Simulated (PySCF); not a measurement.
methyl(silyloxy)silane (CH8OSi2), SMILES C[SiH2]O[SiH3]. Atoms are numbered in the order given.

```xyz
12

Si     1.7824     0.6339     0.8038
O      0.2523     0.1949     0.3539
Si    -0.6891    -0.4949    -0.8307
C     -2.4675    -0.4676    -0.2748
H      2.6760    -0.5633     0.8639
H      2.3562     1.6112    -0.1713
H      1.7153     1.2656     2.1519
H     -0.5208     0.2745    -2.1035
H     -0.2307    -1.8997    -1.0678
H     -3.1179    -0.9208    -1.0395
H     -2.5916    -1.0320     0.6619
H     -2.8062     0.5652    -0.1020
```
Charge 0, spin multiplicity 1.

The structure is a stationary point at PBE0-D3(BJ)/def2-SVP. The values are those of a single conformer.

Computed with PBE/pcSseg-1 run with PySCF.

GIAO shieldings, no solvent; atoms alike by connectivity are averaged. δ = σ(ref) − σ: ²⁹Si against TMS (σ = 335.4 ppm); ¹⁷O against H2O (σ = 334.3 ppm); ¹³C against TMS (σ = 182.0 ppm); ¹H against TMS (σ = 31.49 ppm), references at their B3LYP-D3(BJ)/def2-TZVP geometries, non-relativistic.

Computed chemical shifts:
```json
[
 {"nucleus": "²⁹Si", "atoms": "Si3", "count": "1", "δ (ppm)": "-13.0"},
 {"nucleus": "²⁹Si", "atoms": "Si1", "count": "1", "δ (ppm)": "-39.1"},
 {"nucleus": "¹⁷O", "atoms": "O2", "count": "1", "δ (ppm)": "21.5"},
 {"nucleus": "¹³C", "atoms": "C4", "count": "1", "δ (ppm)": "1.1"},
 {"nucleus": "¹H", "atoms": "H8, H9", "count": "2", "δ (ppm)": "5.56"},
 {"nucleus": "¹H", "atoms": "H5, H6, H7", "count": "3", "δ (ppm)": "5.52"},
 {"nucleus": "¹H", "atoms": "H10, H11, H12", "count": "3", "δ (ppm)": "0.64"}
]
```
